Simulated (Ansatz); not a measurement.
Consider the formal exchange of groups at the Sn–F bond: `C[S][SnH]([F])[F]` + CH₄ → `C[S][SnH]([CH3])[F]` + H–F.

Calculated with Ansatz (gas phase, PBE0-D4/def2-TZVP geometries, no zero-point term in ΔE). CCSD(T)/CBS adds triple-zeta CCSD(T) − MP2 to the extrapolated MP2 energy (def2 sets, frozen cores). This one scheme is used for every species. Functionals use def2-TZVPP. Elements past krypton have def2 core potentials. For Sn outer-core shells are correlated without core-valence functions, which leaves a few kJ/mol of doubt a bond. One conformer a species, not always the lowest.

Question: Is it downhill or uphill in electronic energy at CCSD(T)/CBS, and by how much? (Best estimate.)

Answer: The calculation gave: Uphill: ΔE = +0.70 eV.

Question: What do these levels give: BHLYP-D4, revPBE, MP2/def2-SVP, CCSD/def2-SVP, CCSD(T)/def2-SVP, MP2/def2-QZVPP? (An estimate is asked.)

Answer: Ansatz gave: BHLYP-D4 0.83, revPBE 0.86, MP2/def2-SVP 0.88, CCSD/def2-SVP 0.88, CCSD(T)/def2-SVP 0.87, MP2/def2-QZVPP 0.66 eV.

Largest T1 diagnostic among the species: 0.014.

The D4 term adds −0.07 eV with B3LYP and −0.04 eV with PBE0; it sums over pairs of atoms, weighted by their polarisabilities, and B3LYP, whose exchange is more repulsive, gets the larger term. In def2-TZVPP, CCSD(T) changes the Hartree–Fock value by −0.25 eV (the triples alone add −0.01 eV) and MP2 by −0.30 eV. From PBE to PBE0 (25 % exact exchange), in def2-TZVPP and without D4, ΔE moves by −0.06 eV.

B3LYP here is the variant with VWN-RPA as its local correlation; programs differ in this.
